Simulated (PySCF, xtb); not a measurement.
C5H12Si, SMILES C=C[Si](C)(C)C.

GFN2-xTB run with xtb 6.7.1 at its own geometry gives an orbital gap of 4.43 eV and a dipole moment of 0.22 D.

Coordinates come from a PBE-D3(BJ)/def2-SVP optimisation. The geometry has at least one imaginary mode, so it is a saddle point at that level. The isomer is the one that the SMILES or the coordinates give; other isomers of the formula were not compared. The values are those of a single conformer.

Task: What does ωB97X/def2-TZVP (PySCF) give? (An estimate is asked for; the answer gives what the named calculation found.)

Result: gap 11.68 eV (levels -9.88 and 1.80 eV), dipole 0.09 D.
